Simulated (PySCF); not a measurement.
**`[C@@H]1(F)[C@@H](B(F)F)CC1`, C4H6BF3**

Geometry (Å), atoms numbered from 1 in this order:
```xyz
14

F     2.2289   -1.2885   -0.5961
B     1.9644   -0.3263    0.2648
F     3.0196    0.1221    0.9087
C     0.5091    0.2446    0.4571
C    -0.1925    0.8604   -0.7884
C    -1.4805    0.1052   -0.4314
C    -0.6696   -0.7552    0.5384
F    -1.2058   -0.8941    1.7921
H     0.4466    0.9313    1.3027
H    -0.2508    1.9449   -0.7977
H     0.2486    0.5136   -1.7199
H    -1.9846   -0.4199   -1.2381
H    -2.1982    0.7232    0.1030
H    -0.4358   -1.7617    0.1825
```

Computed with TDDFT LC-wPBE/def2-SVPD circular dichroism and optical rotation, one conformer, gas phase (PySCF). Geometry: GFN2-xTB.

The molecule is flexible and this is one conformer; a measurement averages over conformers.

(1) Draw the ECD and absorption spectra from the lowest 8 states, each a Gaussian of half-width 0.25 eV at 1/e height.

## Answers

(1) 
| E (eV) | λ (nm) | Δε (L mol⁻¹ cm⁻¹) | ε (L mol⁻¹ cm⁻¹) |
| --- | --- | --- | --- |
| 7.38 | 168 | -0.10 | 17.8 |
| 7.48 | 166 | -0.41 | 75.3 |
| 7.58 | 164 | -1.27 | 231 |
| 7.68 | 161 | -2.82 | 514 |
| 7.78 | 159 | -4.55 | 830 |
| 7.88 | 157 | -5.34 | 975 |
| 7.98 | 155 | -4.54 | 837 |
| 8.08 | 153 | -2.74 | 549 |
| 8.18 | 152 | -0.96 | 375 |
| 8.28 | 150 | +0.49 | 503 |
| 8.38 | 148 | +1.84 | 938 |
| 8.48 | 146 | +3.01 | 1440 |
| 8.58 | 144 | +3.37 | 1640 |
| 8.68 | 143 | +2.56 | 1390 |
| 8.78 | 141 | +1.07 | 964 |
| 8.88 | 140 | +0.36 | 794 |
| 8.98 | 138 | +2.88 | 1110 |
| 9.08 | 137 | +10.25 | 1960 |
| 9.18 | 135 | +19.55 | 3290 |
| 9.28 | 134 | +23.96 | 4810 |
| 9.38 | 132 | +20.63 | 5790 |
| 9.48 | 131 | +14.37 | 5510 |
| 9.58 | 129 | +10.49 | 4080 |

Δε uses R in velocity form, ε uses f in length form. Only the states computed contribute, so the short-wavelength end is incomplete.
